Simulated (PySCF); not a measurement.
Run record: excited-state job, `C=N[Si@@](N)(P)C[SiH3]`.

Computed with TDDFT wB97X-D/def2-SVPD, vertical, gas phase, core orbitals frozen in the response (PySCF 2.14.0, density-fitted response routines). Geometry: GFN2-xTB. A driver script takes a list of jobs; this job's settings line and coordinates (Å) are shown.

Command:
```bash
OMP_NUM_THREADS=1 python probes_run.py task.json out
```

Input:
```
{"job": {"kind": "uv", "xc": "wB97X-D", "basis": "def2-SVPD", "nstates": 8, "ntriplets": 3}, "charge": 0, "multiplicity": 1}
C     -1.051798    -2.171318     0.769893
N     -0.749153    -1.571074    -0.281541
Si    -0.547818     0.155512    -0.473835
N     -1.428386     0.713829    -1.857008
P     -1.294405     1.176980     1.403613
C      1.298749     0.470624    -0.773384
Si     2.394820     0.103902     0.729450
H     -1.147030    -3.253488     0.761305
H     -1.237567    -1.670463     1.729377
H     -1.111363     0.407914    -2.763127
H     -2.435545     0.690563    -1.828408
H     -2.625582     1.105132     1.032534
H     -1.172287     2.455311     0.899459
H      1.428595     1.506747    -1.078925
H      1.613097    -0.143254    -1.614354
H      1.960418     0.910881     1.871887
H      3.783360     0.438341     0.394625
H      2.313135    -1.319820     1.066783
```

Question: What does the run print?

Answer: 
```
coarse grid: 15992 points
cycle   1  E = -1112.0046808591  dE =  5.196e-01  |g| = 5.630e-01  |ddm| = 5.822e+00
cycle   2  E = -1112.0044881874  dE =  1.927e-04  |g| = 6.180e-01  |ddm| = 2.036e+00
cycle   3  E = -1112.0858988658  dE = -8.141e-02  |g| = 7.219e-02  |ddm| = 8.991e-01
cycle   4  E = -1112.0871004356  dE = -1.202e-03  |g| = 3.866e-02  |ddm| = 1.869e-01
cycle   5  E = -1112.0874556570  dE = -3.552e-04  |g| = 8.563e-03  |ddm| = 1.041e-01
cycle   6  E = -1112.0874776726  dE = -2.202e-05  |g| = 2.634e-03  |ddm| = 3.117e-02
cycle   7  E = -1112.0874801648  dE = -2.492e-06  |g| = 7.736e-04  |ddm| = 1.240e-02
final grid: 139272 points
cycle   8  E = -1112.2253190261  dE = -8.614e-05  |g| = 6.754e-03  |ddm| = 1.945e-01
cycle   9  E = -1112.2253190316  dE = -5.583e-09  |g| = 7.209e-03  |ddm| = 2.222e-02
cycle  10  E = -1112.2253298753  dE = -1.084e-05  |g| = 8.390e-04  |ddm| = 1.207e-02
cycle  11  E = -1112.2253300346  dE = -1.593e-07  |g| = 4.841e-04  |ddm| = 3.155e-03
cycle  12  E = -1112.2253300948  dE = -6.020e-08  |g| = 9.917e-05  |ddm| = 1.762e-03
cycle  13  E = -1112.2253300980  dE = -3.244e-09  |g| = 2.887e-05  |ddm| = 4.016e-04
cycle  14  E = -1112.2253300985  dE = -4.707e-10  |g| = 9.058e-06  |ddm| = 2.334e-04
converged SCF energy = -1112.2253300985

Static polarisability (au): isotropic 116.439, principal 113.283 116.738 119.295

Singlet excitations
state   eV       nm        f      main configurations
  1   4.0863    303.4   0.00107   H->L 0.77, H-1->L 0.19
  2   6.2042    199.8   0.00083   H->L+2 0.69, H->L+1 0.08
  3   6.3532    195.2   0.03556   H-1->L 0.75, H->L 0.20
  4   6.5926    188.1   0.01831   H->L+1 0.62, H->L+2 0.14
  5   6.7019    185.0   0.02584   H-2->L 0.81
  6   7.0480    175.9   0.02895   H->L+4 0.36, H->L+3 0.20
  7   7.2246    171.6   0.02407   H->L+4 0.19, H-2->L+1 0.19, H-1->L+2 0.13
  8   7.3056    169.7   0.03761   H-1->L+1 0.20, H->L+8 0.13, H-2->L+1 0.12

Triplet excitations (Tamm-Dancoff, eV): 3.5446 5.2197 5.7341
```

The SCF starts on a coarse grid where the log names one; the energy can jump when the final grid takes over, and dE then counts from the start density on the new grid. H and L stand for HOMO and LUMO; the number after each pair is its weight.

Question: Give S1 in cm⁻¹ and kJ/mol.

Answer: 4.0863 eV × 8065.54 = 32958 cm⁻¹; × 96.485 = 394.3 kJ/mol.

Question: How does the lowest singlet excitation compare with the HOMO–LUMO gap?

Answer: HOMO -8.58 eV and LUMO 1.02 eV give a gap of 9.60 eV; S1 at 4.09 eV lies 5.51 eV below it.

Summary of the converged run: HOMO -8.58 eV, LUMO 1.02 eV; lowest singlet 4.09 eV; lowest triplet 3.54 eV (Tamm–Dancoff); mean polarisability 116.4 au.

Question: Estimate the wall time. Hardware: an Arm Neoverse N1 with one thread (shared host). And the peak memory of the process?

Answer: About 2.0 min, with 1.0 GiB resident at the peak, the Python interpreter and its libraries included.

One conformer stands for the species.
Labels such as C1 count atoms from 1, the log's own numbers from 0.

The pairwise dispersion term of wB97X-D wasn't added to the energies; at a given geometry it leaves orbitals and properties as they are.
